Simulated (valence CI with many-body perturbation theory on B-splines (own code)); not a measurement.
# E1 line list for Eu L

Level of theory: valence CI with perturbative core correlation (CI+MBPT): four valence electrons over a frozen Dirac-Fock core [Ne], a basis of 11 s, 11 p, 9 d, 7 f, 5 g, 2 h, 1 i functions for each j, with the one-electron correlation potential Σ1 (screened to all orders), the two-electron term Σ2, the three-electron term Σ3, Breit, model QED; selected single and double excitations, second order for the rest (own B-spline code, finite nucleus).

The last digits are not significant, and no measured levels were compared; by estimate large intervals hold to a few tenths of a per cent, small ones and those within an open d or f shell to about a per cent.

Lines 201 to 236 of 236 in falling wavelength, among levels below 54.586 Ry, chosen from the strongest by gf and those to the six lowest levels. Wavelengths and rates use the calculated energies. Electric multipoles are in the length gauge, E1 and E2 with the static RPA response of the core. Weak lines are less certain than strong ones. Lines between different terms over intervals too small for the method are left out, as are lines whose strength nearly cancels. The highest levels of a list are the least certain.

Levels are named by their leading jj configuration (3d3/2^4 stands for four electrons in 3d with j = 3/2), which in mixed levels can hold well under half, so a name can repeat and another be missing. Letters in brackets count levels of one name in rising energy.

| λ vac (Å) | Upper | Lower | A (s⁻¹) | S (a.u.) with core polarisation | S without |
| --- | --- | --- | --- | --- | --- |
| 32.42 | (3s 3p1/2 3p3/2 3d5/2) J=2 [d] | (3s^2 3p1/2 3d3/2) J=2 | 8.19e+10 | 6.88e-03 | 7.00e-03 |
| 32.26 | (3s^2 3p3/2 3d5/2) J=2 | (3s^2 3p1/2 3p3/2) J=2 | 3.20e+09 | 2.66e-04 | 2.70e-04 |
| 32.22 | (3s 3p1/2 3p3/2 3d3/2) J=1 [d] | (3s 3p1/2^2 3p3/2) J=2 | 1.77e+08 | 8.77e-06 | 8.88e-06 |
| 32.13 | (3s^2 3d3/2^2) J=2 | (3s^2 3p1/2 3d3/2) J=2 | 7.42e+11 | 6.07e-02 | 6.18e-02 |
| 31.89 | (3s 3p1/2 3p3/2 3d5/2) J=3 [a] | (3s 3p1/2^2 3p3/2) J=2 | 7.30e+10 | 8.18e-03 | 8.32e-03 |
| 31.81 | (3s 3p1/2 3p3/2 3d5/2) J=1 [b] | (3s 3p1/2^2 3p3/2) J=1 | 2.59e+10 | 1.23e-03 | 1.26e-03 |
| 31.62 | (3s^2 3p3/2 3d5/2) J=2 | (3s^2 3p1/2 3p3/2) J=1 | 3.92e+08 | 3.06e-05 | 3.12e-05 |
| 31.56 | (3s 3p1/2 3p3/2 3d3/2) J=2 [e] | (3s 3p1/2^2 3p3/2) J=2 | 2.41e+10 | 1.87e-03 | 1.90e-03 |
| 31.17 | (3s 3p1/2 3p3/2 3d5/2) J=3 [b] | (3s 3p1/2^2 3p3/2) J=2 | 6.35e+10 | 6.64e-03 | 6.76e-03 |
| 31.10 | (3s 3p1/2 3p3/2 3d5/2) J=1 [a] | (3s 3p1/2^2 3p3/2) J=2 | 2.16e+09 | 9.64e-05 | 9.81e-05 |
| 31.02 | (3s 3p1/2 3p3/2 3d5/2) J=1 [c] | (3s 3p1/2^2 3p3/2) J=1 | 2.64e+08 | 1.17e-05 | 1.19e-05 |
| 30.90 | (3s 3p1/2 3p3/2 3d5/2) J=2 [b] | (3s 3p1/2^2 3p3/2) J=2 | 7.61e+10 | 5.54e-03 | 5.63e-03 |
| 30.84 | (3s 3p1/2 3p3/2 3d5/2) J=2 [c] | (3s 3p1/2^2 3p3/2) J=1 | 7.88e+09 | 5.71e-04 | 5.81e-04 |
| 30.69 | (3s 3p1/2 3p3/2 3d5/2) J=0 | (3s 3p1/2^2 3p3/2) J=1 | 2.88e+11 | 4.11e-03 | 4.18e-03 |
| 30.45 | (3s^2 3p3/2 3d5/2) J=3 | (3s^2 3p1/2 3p3/2) J=2 | 6.92e+09 | 6.75e-04 | 6.86e-04 |
| 30.38 | (3s 3p1/2 3p3/2 3d5/2) J=2 [d] | (3s 3p1/2^2 3p3/2) J=1 | 1.06e+10 | 7.32e-04 | 7.45e-04 |
| 30.29 | (3s 3p1/2 3p3/2 3d5/2) J=3 [c] | (3s 3p1/2^2 3p3/2) J=2 | 2.62e+10 | 2.51e-03 | 2.56e-03 |
| 30.13 | (3s^2 3d3/2^2) J=2 | (3s 3p1/2^2 3p3/2) J=1 | 5.72e+09 | 3.86e-04 | 3.93e-04 |
| 29.99 | (3s 3p1/2 3p3/2 3d5/2) J=1 [b] | (3s 3p1/2^2 3p3/2) J=2 | 1.78e+10 | 7.09e-04 | 7.21e-04 |
| 29.93 | (3s^2 3p3/2 3d5/2) J=1 | (3s^2 3p1/2 3p3/2) J=2 | 1.70e+10 | 6.75e-04 | 6.87e-04 |
| 29.38 | (3s^2 3p3/2 3d5/2) J=1 | (3s^2 3p1/2 3p3/2) J=1 | 3.35e+09 | 1.26e-04 | 1.28e-04 |
| 29.29 | (3s 3p1/2 3p3/2 3d5/2) J=1 [c] | (3s 3p1/2^2 3p3/2) J=2 | 3.23e+09 | 1.20e-04 | 1.22e-04 |
| 29.20 | (3s 3p1/2 3p3/2 3d5/2) J=3 [d] | (3s 3p1/2^2 3p3/2) J=2 | 9.73e+09 | 8.37e-04 | 8.51e-04 |
| 29.13 | (3s 3p1/2 3p3/2 3d5/2) J=2 [c] | (3s 3p1/2^2 3p3/2) J=2 | 3.50e+09 | 2.14e-04 | 2.18e-04 |
| 28.82 | (3s^2 3d3/2^2) J=0 | (3s 3p1/2^2 3p3/2) J=1 | 1.93e+09 | 2.28e-05 | 2.31e-05 |
| 28.71 | (3s 3p1/2 3p3/2 3d5/2) J=2 [d] | (3s 3p1/2^2 3p3/2) J=2 | 3.13e+10 | 1.83e-03 | 1.86e-03 |
| 28.49 | (3s^2 3d3/2^2) J=2 | (3s 3p1/2^2 3p3/2) J=2 | 9.33e+09 | 5.32e-04 | 5.42e-04 |
| 26.19 | (3s 3p3/2^3) J=2 | (3s^2 3p1/2 3p3/2) J=2 | 3.73e+09 | 1.65e-04 | 1.68e-04 |
| 25.96 | (3s 3p1/2 3p3/2^2) J=1 [a] | (3s^2 3p1/2^2) J=0 | 2.08e+09 | 5.40e-05 | 5.49e-05 |
| 25.77 | (3s 3p3/2^3) J=2 | (3s^2 3p1/2 3p3/2) J=1 | 5.38e+08 | 2.27e-05 | 2.31e-05 |
| 25.41 | (3s 3p1/2 3p3/2^2) J=1 [b] | (3s^2 3p1/2^2) J=0 | 2.70e+09 | 6.56e-05 | 6.67e-05 |
| 24.84 | (3s 3p3/2^3) J=1 | (3s^2 3p1/2 3p3/2) J=2 | 5.81e+08 | 1.32e-05 | 1.34e-05 |
| 24.46 | (3s 3p3/2^3) J=1 | (3s^2 3p1/2 3p3/2) J=1 | 1.84e+09 | 3.99e-05 | 4.06e-05 |
| 23.44 | (3s^2 3p3/2 3d3/2) J=1 | (3s^2 3p1/2^2) J=0 | 3.91e+08 | 7.46e-06 | 7.60e-06 |
| 21.36 | (3s^2 3p3/2 3d5/2) J=1 | (3s^2 3p1/2^2) J=0 | 1.96e+09 | 2.84e-05 | 2.89e-05 |
| 18.64 | (3s 3p3/2^3) J=1 | (3s^2 3p1/2^2) J=0 | 3.21e+07 | 3.08e-07 | 3.13e-07 |
